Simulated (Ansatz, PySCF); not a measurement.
C2H4 (SMILES C=C) and CH5N (SMILES CN) are pulled apart as rigid monomers along the line of their centres of mass, from the B3LYP-D3(BJ)/def2-TZVP minimum. Starting geometry (charge 0, multiplicity 1):
| atom | x (Å) | y (Å) | z (Å) |
|---|---|---|---|
| C | -0.6430 | 0.2606 | 0.0678 |
| C | 0.5421 | -0.1998 | 0.4439 |
| H | -0.9135 | 0.3668 | -0.9764 |
| H | -1.3948 | 0.5514 | 0.7920 |
| H | 0.8122 | -0.3058 | 1.4893 |
| H | 1.2868 | -0.4881 | -0.2898 |
| C | -0.6216 | 0.3236 | 3.9534 |
| N | 0.7320 | -0.2317 | 3.9688 |
| H | -1.2864 | -0.3698 | 3.4362 |
| H | -0.6193 | 1.2551 | 3.3855 |
| H | -1.0500 | 0.5302 | 4.9430 |
| H | 0.7569 | -1.1073 | 4.4773 |
| H | 1.3752 | 0.3990 | 4.4317 |

Interaction energies with rigid monomers; basis-set methods are counterpoise corrected unless marked otherwise.

Rows in 3-21G, 6-311+G**, 6-31G* carry no dispersion term and start afresh at each structure (6-31G* with six Cartesian d functions). MP2/6-31G* freezes PySCF's default core.

The values were computed with Ansatz (Gaussian orbitals); PySCF for 3-21G rows, 6-311+G** rows, 6-31G* rows, the dispersion terms. 

```csv
H5···N8 (Å),PBE-D3(BJ)/def2-TZVPPD (kJ/mol),B3LYP/3-21G (no counterpoise) (kJ/mol),B3LYP/6-311+G** (no counterpoise) (kJ/mol),wB97M-V/def2-TZVPPD (kJ/mol),MP2/6-31G* (kJ/mol)
2.23,-7.1,-17.3,1.0,___,0.4
2.48,-9.5,-18.2,-2.8,-7.7,-4.1
2.85,-8.3,-13.9,-3.2,-6.8,-4.7
3.47,-4.6,___,-1.7,-3.7,-2.8
4.46,-1.5,-0.7,-0.7,-1.3,-1.0
```

**Question.** Some entries are withheld; supply them.

**Answer.** 
- 2.23, wB97M-V/def2-TZVPPD (kJ/mol): -5.0
- 3.47, B3LYP/3-21G (no counterpoise) (kJ/mol): -4.5

Ansatz is a first-principles code.
